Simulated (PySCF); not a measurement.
PySCF 2.14 output of an unrestricted TPSS calculation on a single atom or ion in cc-pVDZ-DK (3s2p1d, 14 functions), with scalar relativity by spin-free X2C-1e:

```
SCF conv_tol = 1e-09
number electrons alpha = 3  beta = 2
    J. Tao, J. P. Perdew, V. N. Staroverov, and G. E. Scuseria.,  Phys. Rev. Lett. 91, 146401 (2003)
    J. P. Perdew, J. Tao, V. N. Staroverov, and G. E. Scuseria.,  J. Chem. Phys. 120, 6898 (2004)
    J. Tao, J. P. Perdew, V. N. Staroverov, and G. E. Scuseria.,  Phys. Rev. Lett. 91, 146401 (2003)
    J. P. Perdew, J. Tao, V. N. Staroverov, and G. E. Scuseria.,  J. Chem. Phys. 120, 6898 (2004)
cycle= 1 E= -37.4531117852733  delta_E= -0.00222  |g|= 0.00715  |ddm|= 0.153
cycle= 2 E= -37.4531468866984  delta_E= -3.51e-05  |g|= 0.00101  |ddm|= 0.0212
cycle= 3 E= -37.453147600628  delta_E= -7.14e-07  |g|= 0.00019  |ddm|= 0.00475
cycle= 4 E= -37.4531476280984  delta_E= -2.75e-08  |g|= 2.56e-06  |ddm|= 0.00124
cycle= 5 E= -37.4531476281046  delta_E= -6.12e-12  |g|= 6.04e-08  |ddm|= 2.4e-05
converged SCF energy = -37.4531476281046  <S^2> = 0.75269041  2S+1 = 2.0026886
```

The run itself started from symmetry-adapted Hartree-Fock orbitals and held the occupation by maximum overlap, on a logarithmic radial grid, so the iterations belong to that start.

Which element, charge and spin multiplicity is this?

C⁺ (carbon, charge +1), multiplicity 2; the state was [He] 2s2 2p1, 2P determinant.
